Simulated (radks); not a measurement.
Q: Coherent X-ray form factor from a spherical all-electron density. Calculated with a radial shooting solver on a logarithmic mesh with Libxc functionals: scalar-relativistic Kohn-Sham, PBE, spin-polarised, spherical densities, point nucleus.

| sin(theta)/lambda (1/angstrom) | f0 (electrons) |
|---|---|
| 0.05 | 74.386 |
| 0.1 | 72.631 |
| 0.15 | 69.966 |
| 0.2 | 66.698 |
| 0.25 | 63.132 |
| 0.3 | 59.518 |
| 0.4 | 52.759 |
| 0.5 | 46.996 |
| 0.6 | 42.181 |
| 0.8 | 34.502 |
| 1 | 28.477 |
| 1.25 | 22.775 |
| 1.5 | 18.910 |
| 2 | 14.702 |

The species is in the configuration that NIST lists as its ground one. Which atom or ion scatters so?

A: The gold ion Au4+, [Xe] 4f14 5d(up 4, down 3). Extrapolating in s^2 from the first two rows gives f0(0) = 75.0, near the electron count 75; among species with that count, the fall with angle is slower the higher Z, and the table is that of Z = 79; from so few rows the species is fixed only to a neighbour or two.
